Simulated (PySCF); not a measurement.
**Relaxation of doublet RhH4**

Method: UPBE0 in PySCF with Rh def2-TZVP with ECP28, H def2-TZVP; scalar-relativistic core potentials, no spin–orbit coupling; density-fitted integrals. A (50,194) grid was used.

A start displaced from a saddle point along its imaginary mode, of C2v symmetry, held to at least that symmetry:

```xyz
5
charge 0 multiplicity 2, angstrom
Rh    0.0000    0.0000   -0.0203
H     1.5166    0.1225    0.5191
H     0.1171    1.5170    0.5191
H    -1.5166   -0.1225    0.5191
H    -0.1171   -1.5170    0.5191
```

**Question.** What does it relax to?

**Answer.** It ends at D2h with H–H 0.833 Å (×2), Rh–H 1.729 Å (×4); H–H–Rh 76.1° (×4), H–Rh–H 27.9° (×2), H–Rh–H 152.1° (×2), H–Rh–H 180.0° (×2). A frequency run shows 2 imaginary modes, down to 603i cm⁻¹, so it is a higher-order saddle point.

**Question.** How much energy is released, and in how many steps?

**Answer.** 257.5 kJ/mol in 18 steps.

With open d or f shells other occupations or spin states may lie lower.
